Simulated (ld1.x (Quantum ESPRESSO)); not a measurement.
## Building the ultrasoft potential for B (Z = 5) (LDA (PZ), non-relativistic).

boron, ultrasoft, made with ld1.x (Quantum ESPRESSO) 7.5 (LDA (PZ), non-relativistic). Core [He], reference 2s1.75 2p1.25. Waves: 2s (bound): rcut 1.05, rcutus 1.40 bohr; 2s channel at 1.05 Ry: rcut 1.05, rcutus 1.40 bohr; 2p (bound): rcut 1.70, rcutus 1.95 bohr; 2p channel at 0.8 Ry: rcut 1.70, rcutus 1.95 bohr; 3d channel at -0.05 Ry: rcut 1.35, rcutus 1.50 bohr. Local part: all-electron potential smoothed inside 1.10 bohr (lloc = -2). Core correction: a·sin(br)/r model core inside 1.30 bohr. Augmentation charge: PSQ, inside the norm-conserving radii.

All-electron outer shells of the reference configuration (LDA (PZ), non-relativistic, ld1.x):

```
shell  level (eV)  outermost node (bohr)  outermost maximum (bohr)
   2s       -9.51                   0.46                      1.52
   2p       -3.84                      –                      1.55
```

Problem. Estimate the cutoffs (Ry, on a coarse ladder) from which the occupation-weighted sum of valence levels, in a spherical-Bessel basis at the reference potential, stays within 10 and 1 mRy of its value at 400 Ry.

Solution. 15 Ry and 18 Ry.

Problem. What does a ghost test show?

Solution. No extra level below or beside the all-electron valence levels (s, p, d, f tested).

Problem. Is the overlap operator S = 1 + Σ q|β⟩⟨β| positive definite (Bessel basis up to 400 Ry)?

Solution. Yes: its lowest eigenvalue is 0.50 (d channel).

Problem. Tests: 2s2 2p1; 2s2 2p0; 2s1 2p0; 2s2 2p1.3; 2s0 2p3; 2s1 2p2; 2s1 2p1. Which has the largest error in its energy relative to the reference configuration, and how large is it?

Solution. 2s1 2p0, with +68 meV (all-electron minus pseudo) on +32.21 eV.
